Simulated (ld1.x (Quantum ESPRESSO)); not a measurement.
## Scattering properties, ultrasoft potential for La

```
Element                 : lanthanum
Generator               : ld1.x (Quantum ESPRESSO) 7.5
Type                    : ultrasoft
Functional              : PBE
Relativity              : scalar-relativistic
Frozen core             : [Kr] 4d10
Valence charge          : 11
Reference configuration : 4f0 5s2 5p6 5d1 6s1 6p0 (charge +1)
Partial waves           : 5s (bound): rcut 1.95, rcutus 2.20 bohr; 6s (bound): rcut 1.95, rcutus 2.20 bohr; 5p (bound): rcut 2.85, rcutus 3.25 bohr; 6p (bound, empty): rcut 2.85, rcutus 3.25 bohr; 5d (bound): rcut 2.75, rcutus 3.40 bohr; 5d channel at 0.75 Ry: rcut 2.75, rcutus 3.40 bohr; 4f (bound, empty): rcut 1.55, rcutus 2.05 bohr; 4f channel at 2.55 Ry: rcut 1.55, rcutus 2.05 bohr
Local potential         : all-electron potential smoothed inside 3.00 bohr (lloc = -2)
Core correction         : Bessel-smoothed model core, default radius (core density twice the valence density)
Augmentation charge     : PSQ, inside the norm-conserving radii
```

The phase is arctan(r·u′/u) with u = r·R(r), unwrapped; energies in Ry, scanned from -5 to 5 Ry. A pole is an energy at which the radial function vanishes at the test radius. The pseudo phase is shifted by a multiple of π to meet the all-electron one at the reference energy, and phase errors are pseudo minus all-electron; the curves can meet again beyond the range given. Levels narrower than the energy grid can be missing from the lists of poles.

**Question.** For each channel, where are the poles, and over which energies does the pseudopotential scatter like the atom?

**Answer.**

```
channel  radius (bohr)  reference energy (Ry)  poles, all-electron  poles, pseudo  unbroken range about the reference energy with phases within 0.05 rad  phase error 1 Ry above the reference energy (rad)
      s           3.72                  -0.61          -3.27, 0.70    -3.27, 0.69                                                              below 2.4                                             -0.001
      p           3.72                  -0.40          -2.02, 1.53    -2.02, 1.46                                                              below 2.6                                             -0.005
      d           3.72                  -0.63          -0.30, 3.08    -0.30, 2.91                                                              below 3.9                                             -0.000
      f           3.72                  -0.75          -0.73, 1.65    -0.73, 1.69                                                              below 0.1                                             +0.095
```

Phases in the f channel:

```json
{"E (Ry)": "-5.00", "all-electron": "1.450", "pseudo": "1.450"}
{"E (Ry)": "-4.48", "all-electron": "1.443", "pseudo": "1.443"}
{"E (Ry)": "-3.96", "all-electron": "1.435", "pseudo": "1.435"}
{"E (Ry)": "-3.44", "all-electron": "1.425", "pseudo": "1.425"}
{"E (Ry)": "-2.92", "all-electron": "1.412", "pseudo": "1.413"}
{"E (Ry)": "-2.40", "all-electron": "1.395", "pseudo": "1.396"}
{"E (Ry)": "-1.88", "all-electron": "1.372", "pseudo": "1.373"}
{"E (Ry)": "-1.36", "all-electron": "1.334", "pseudo": "1.336"}
{"E (Ry)": "-0.84", "all-electron": "1.181", "pseudo": "1.186"}
{"E (Ry)": "-0.32", "all-electron": "-1.928", "pseudo": "-1.916"}
{"E (Ry)": "0.20", "all-electron": "-2.322", "pseudo": "-2.248"}
{"E (Ry)": "0.72", "all-electron": "-4.086", "pseudo": "-3.935"}
{"E (Ry)": "1.24", "all-electron": "-4.590", "pseudo": "-4.566"}
{"E (Ry)": "1.76", "all-electron": "-4.737", "pseudo": "-4.729"}
{"E (Ry)": "2.28", "all-electron": "-4.849", "pseudo": "-4.848"}
{"E (Ry)": "2.80", "all-electron": "-5.067", "pseudo": "-5.063"}
{"E (Ry)": "3.32", "all-electron": "-6.652", "pseudo": "-6.405"}
{"E (Ry)": "3.84", "all-electron": "-7.602", "pseudo": "-7.531"}
{"E (Ry)": "4.36", "all-electron": "-7.750", "pseudo": "-7.706"}
{"E (Ry)": "4.88", "all-electron": "-7.816", "pseudo": "-7.776"}
```
